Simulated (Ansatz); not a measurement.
Cost and result for the atomization energy of `F[C@H]1B[C@@H]1F` (8 atoms, 8 bonds).

```xyz
8

F    -1.867    0.602    0.394
C    -0.773   -0.152    0.089
B     0.307   -0.078   -1.014
C     0.601    0.195    0.479
F     1.312   -0.461    1.439
H    -0.977   -1.226    0.212
H     0.649   -0.164   -2.142
H     0.748    1.284    0.542
```

Charge 0, multiplicity 1. All single points use the PBE0-D4/def2-TZVP geometry. Program: Ansatz. All runs use 2 threads of an Intel Xeon Platinum 8375C on a shared host. Times are those of one run each, without the atoms' runs, and a repeat can differ threefold. Electronic energies, without spin–orbit coupling; frozen cores. CCSD(T)/CBS adds CCSD(T) − MP2 in def2-TZVPP to the MP2 limit, and its time is that of the two runs behind it. T1 = 0.012.

CCSD(T)/CBS is a level of theory with its own doubt, some kJ/mol a heavy atom from the limit and from the frozen cores, so smaller differences don't rank the functionals.

```
                           level  functions  wall time  atomization (kcal/mol)  difference from CCSD(T)/CBS  per bond
          LDA (SPW92)/def2-TZVPP        197     0.95 s                   868.1                        143.8      18.0
            revPBE-D4/def2-TZVPP        197      1.6 s                   735.6                         11.3       1.4
              BLYP-D4/def2-TZVPP        197      1.6 s                   733.1                          8.8       1.1
 PBE-D4/def2-TZVPP (with forces)        197        2 s                   761.3                         37.0       4.6
         CAM-B3LYP-D4/def2-TZVPP        197      2.5 s                   735.8                         11.5       1.4
                CCSD(T)/def2-SVP         85      3.3 s                   691.3                        -33.0      -4.1
               B2PLYP/def2-TZVPP        197      4.1 s                   722.2                         -2.1      -0.3
               B97M-V/def2-TZVPP        197      5.5 s                   734.1                          9.8       1.2
              ωB97X-V/def2-TZVPP        197        6 s                   732.8                          8.5       1.1
ωB97M-V/def2-TZVPP (with forces)        197      8.5 s                   733.9                          9.6       1.2
                  MP2/def2-QZVPP        375       15 s                   741.4                         17.1       2.1
              CCSD(T)/def2-TZVPP        197       53 s                   704.7                        -19.6      -2.4
               CCSD(T)/CBS(def2)          –       68 s                   724.3                          0.0       0.0
```

Leaving LDA and LC-ωPBE aside and taking each functional with its dispersion term where it has one, the values, not all of them listed here, spread over 62.5 kcal/mol, from BHLYP-D4 to PBE-D4. LDA lies +109.5 kcal/mol from PBE without D4, its usual overbinding. The D4 term adds +4.3 kcal/mol with B3LYP and +2.2 kcal/mol with PBE0; it sums over pairs of atoms, weighted by their polarisabilities, and B3LYP, whose exchange is more repulsive, gets the larger term. From BLYP to BHLYP (50 % exact exchange), in def2-TZVPP and without D4, the atomization energy moves by −31.1 kcal/mol: exact exchange takes away binding that semilocal exchange gives to molecules.

B3LYP here is the variant with VWN-RPA as its local correlation; programs differ in this.
